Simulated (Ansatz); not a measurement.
Computed with Ansatz on PBE0-D4/def2-TZVP structures; ΔE is electronic, products minus reactants. CCSD(T)/CBS adds triple-zeta CCSD(T) − MP2 to the extrapolated MP2 energy (def2 sets, frozen cores). This one scheme is used for every species. DFT in def2-TZVPP. HSE06 is defined as in plane-wave codes. Each species was taken in one conformer, which may not be the lowest.

Consider the formal exchange of groups at a B–C bond: `CC(=N)BCl` + `[AlH3]` → `[AlH2][BH]Cl` + `CC=N`.

| level | ΔE (kcal/mol) | difference from CCSD(T)/CBS |
| --- | --- | --- |
| BLYP-D4 | 8.3 | 0.3 |
| r2SCANh-D4 | 7.9 | -0.1 |
| ωB97X-V | 8.1 | 0.1 |
| PBE-QIDH | 7.9 | -0.1 |
| r2SCAN0 | 7.6 | -0.4 |
| HSE06 | 6.1 | -1.9 |
| RPA@PBE/def2-TZVPP | 8.6 | 0.6 |
| SCS-MP2/def2-TZVPP | 9.5 | 1.5 |
| SCS-MP2/def2-QZVPP | 9.3 | 1.3 |
| MP2/CBS(def2) | 9.7 | 1.7 |
| CCSD(T)/CBS | 8.0 | 0 |

(1) What do rigid-rotor, harmonic-oscillator terms from PBE0-D4/def2-TZVP frequencies (298.15 K, 1 bar) make of the CCSD(T)/CBS value? (Best estimate.)

Largest T1 diagnostic among the species: 0.013.

Answers

(1) Computed: ΔZPE = +2.1 kcal/mol, ΔH = +10.0 kcal/mol, ΔS = 27 J/(mol·K), ΔG = +8.1 kcal/mol. Modes under 50 cm⁻¹ make the entropy rough.

The D4 term adds +1.5 kcal/mol with B3LYP and +0.8 kcal/mol with PBE0; it sums over pairs of atoms, weighted by their polarisabilities, and B3LYP, whose exchange is more repulsive, gets the larger term. At CCSD(T), def2-SVP lies +2.1 kcal/mol from the extrapolated value and def2-TZVPP +0.4 kcal/mol. In def2-TZVPP, CCSD(T) changes the Hartree–Fock value by +0.9 kcal/mol (the triples alone add +0.5 kcal/mol) and MP2 by +2.6 kcal/mol.

B3LYP here is the variant with VWN-RPA as its local correlation; programs differ in this.
